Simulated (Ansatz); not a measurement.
`C[SiH2]SCF` + `CBCC` → `CC[SiH2]C` + `CBSCF`  (redistribution)

Gas-phase electronic energies from Ansatz, PBE0-D4/def2-TZVP geometries. CCSD(T)/CBS adds triple-zeta CCSD(T) − MP2 to the extrapolated MP2 energy (def2 sets, frozen cores). DFT in def2-TZVPP. One conformer a species, not always the lowest.

| level | ΔE (kJ/mol) | difference from CCSD(T)/CBS |
| --- | --- | --- |
| r2SCAN-D4 | -28.7 | -0.2 |
| PBE0-D4 | -28.0 | 0.5 |
| ωB97M-V | -26.4 | 2.1 |
| PBE | -31.2 | -2.7 |
| HF/def2-TZVPP | -23.0 | 5.5 |
| MP2/def2-TZVPP | -31.3 | -2.8 |
| CCSD(T)/def2-TZVPP | -31.7 | -3.2 |
| SCS-MP2/def2-QZVPP | -28.5 | 0.0 |
| MP2/CBS(def2) | -28.0 | 0.5 |
| CCSD/CBS(def2) | -26.5 | 2.0 |
| CCSD(T)/CBS | -28.5 | 0 |

Largest T1 diagnostic among the species: 0.013.

In def2-TZVPP, CCSD(T) changes the Hartree–Fock value by −8.7 kJ/mol (the triples alone add −2.0 kJ/mol) and MP2 by −8.3 kJ/mol.
